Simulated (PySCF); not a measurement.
Several molecules and their computed UV-vis stick spectra, shuffled. Computed, not measured: TDDFT CAM-B3LYP/def2-SVPD, vertical, gas phase, core orbitals frozen in the response, def2 core potentials past Kr (PySCF 2.14.0, density-fitted response routines). Geometries: PBE0-D3(BJ)/def2-SVP; one conformer of each isolated species. Triplets are in the Tamm–Dancoff approximation. Atoms past krypton carry core potentials; spin–orbit coupling is left out.

A. `[OH][Ta]([OH])([OH])=[S]`
B. `C=N[C@@H]1C[O][GeH2][O]1`
C. `O=C1CCOCC1`

Lowest singlet levels (six at most, fewer where fewer were computed) with oscillator strengths:

1. 5.07 eV (f 0.001); 6.54 eV (f 0.002); 6.92 eV (f 0.004); 7.25 eV (f 0.049); 7.33 eV (f 0.012); 7.47 eV (f 0.013); T1 4.28 eV
2. 4.55 eV (f 0.000); 4.78 eV (f 0.003 summed over 2 states); 5.71 eV (f 0.001 summed over 2 states); 5.75 eV (f 0.082); 5.94 eV (f 0.058 summed over 2 states); 6.29 eV (f 0.000) [of 10 roots; the last level is left out, as the window may have cut its degenerate partner]; T1 3.99 eV
3. 4.34 eV (f 0.000); 6.52 eV (f 0.023); 7.27 eV (f 0.026); 7.82 eV (f 0.000); 7.82 eV (f 0.010); 7.93 eV (f 0.027); T1 3.78 eV

Problem. Match each spectrum to its molecule.

Solution. 1 = B, 2 = A, 3 = C.
- A: S1 at 4.55 eV, HOMO-1/HOMO→LUMO/LUMO+1 (≥82%); for S1 the Löwdin share of tantalum is 21% in HOMO and 56% in LUMO; HOMO -8.84 and LUMO -0.16 eV.
- B: S1 at 5.07 eV, HOMO→LUMO+1 (84%); Löwdin shares by element: HOMO nitrogen 52%, carbon 18% or more, oxygen 12% or more (atoms not listed hold the other 19%); LUMO germanium 42%, oxygen 25%, hydrogen 13% or more (atoms not listed hold the other 21%); HOMO -8.91 and LUMO 0.58 eV.
- C: S1 at 4.34 eV, HOMO→LUMO (88%); Löwdin shares by element: HOMO oxygen 57% or more, carbon 33% or more; LUMO carbon 44% or more, oxygen 27% or more (atoms not listed hold the other 29%); HOMO -8.77 and LUMO 0.36 eV; point group Cs, 2 of its 6 listed states under f = 0.0005.

A slash joins orbitals within 0.01 eV of each other, whose weights are summed (≥ marks a lower bound).
